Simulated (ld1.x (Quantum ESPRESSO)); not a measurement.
## What one change does to a pseudopotential (iron, TM)

```
Element                 : Fe (Z = 26)
Generator               : ld1.x (Quantum ESPRESSO) 7.5
Type                    : norm-conserving Troullier–Martins (Kleinman–Bylander form)
Functional              : PBE
Relativity              : scalar-relativistic
Frozen core             : [Ar]
Valence charge          : 8
Reference configuration : 3d6 4s1.75 4p0.25
Partial waves           : 4s (bound): rc 1.65 bohr; 4p (bound): rc 2.80 bohr; 3d (bound): rc 1.60 bohr
Local potential         : all-electron potential smoothed inside 1.70 bohr (lloc = -1)
Core correction         : a·sin(br)/r model core, default radius (core density twice the valence density)
```

All-electron outer shells of the reference configuration (PBE, scalar-relativistic, ld1.x):

| shell | level (eV) | outermost node (bohr) | outermost maximum (bohr) |
| --- | --- | --- | --- |
| 3s | -94.48 | 0.33 | 0.70 |
| 3p | -60.51 | 0.30 | 0.72 |
| 3d | -7.96 | – | 0.71 |
| 4s | -5.59 | 1.00 | 2.41 |
| 4p | -1.55 | 1.10 | 3.29 |

Change: wave 4p (bound): rc 2.80 bohr becomes 4p (bound): rc 2.16 bohr.

Cutoffs: the cutoffs (Ry, on a coarse ladder) from which the occupation-weighted sum of valence levels, in a spherical-Bessel basis at the reference potential, stays within 10 and 1 mRy of its value at 400 Ry; they do not see the model core or the augmentation charge, which bear on the density cutoff. Errors are all-electron minus pseudo energies relative to the spin-unpolarised reference configuration.

Question: What does the change do?

Answer: The potential gets neither clearly harder nor softer (100 Ry and 160 Ry → 100 Ry and 160 Ry); both files keep a bound ghost (s); the errors of the 7 common tests hardly move.

```csv
quantity,base,changed
"cutoff, loose",100 Ry,100 Ry
"cutoff, tight",160 Ry,160 Ry
bound ghosts,s,s
"error for 3d6 4s2 4p0, meV [ΔE -1.00 eV]",+0.3,+0.3
"error for 3d6 4s1 4p0, meV [ΔE 7.73 eV]",+5.5,+5.6
"error for 3d6 4s0 4p0, meV [ΔE 23.93 eV]",-19,-19
"error for 3d6 4s1 4p1, meV [ΔE 3.11 eV]",+1.3,+1.4
"error for 3d6.5 4s1.5 4p0, meV [ΔE -1.73 eV]",-6.1,-5.6
"error for 3d7 4s1 4p0, meV [ΔE -1.79 eV]",-62,-62
"error for 3d4 4s0 4p0, meV [ΔE 111.25 eV]",-1275,-1279
```

 A true bound ghost makes a file unfit for plane-wave use even where its test errors are small: the radial tests pick states by their node count and pass the ghost by.
